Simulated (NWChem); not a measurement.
C₃H₃NS₂; SMILES Sc1cncs1

```xyz
9

S      0.1376     2.0967     0.4060
C     -0.0669     0.3732     0.1540
C     -1.2445    -0.3020    -0.0634
N     -1.1537    -1.6565    -0.1383
C      0.0758    -2.0441     0.0192
S      1.2203    -0.7811     0.2901
H      0.7245     2.3800    -0.7807
H     -2.2105     0.1946    -0.1742
H      0.3965    -3.0887    -0.0184
```
Atoms are numbered in this order, from 1.

Computed with NWChem. Pople sets run with spherical d functions. STO-3G and 3-21G are far too small for this property and stand as cheap habits. Geometry: optimised at PBE0/def2-SVP. GIAO values for the isolated, static molecule; σ is the absolute isotropic shielding, δ = σ(reference) − σ with the isolated reference molecule computed at the same levels (13C: tetramethylsilane, 1H: tetramethylsilane, 15N: ammonia).

| level | δ C2 (ppm) | δ C3 (ppm) | δ N4 (ppm) | δ C5 (ppm) | σ S6 (ppm) | δ H7 (ppm) | δ H8 (ppm) | relative time |
|---|---|---|---|---|---|---|---|---|
| Hartree-Fock/STO-3G | 147.2 | 129.8 | 284.3 | 151.7 | 525.6 | 0.35 | 7.83 | 1 |
| LDA (Slater exchange, VWN5)/pcSseg-1 | 137.1 | 158.8 | 381.4 | 162.4 | 131.8 | 3.48 | 7.82 | 8 |
| B3LYP/6-31G* | 124.0 | 141.3 | 319.7 | 149.3 | 238.0 | 2.77 | 7.68 | 9 |

Relative times are rough (shared machine, one core).
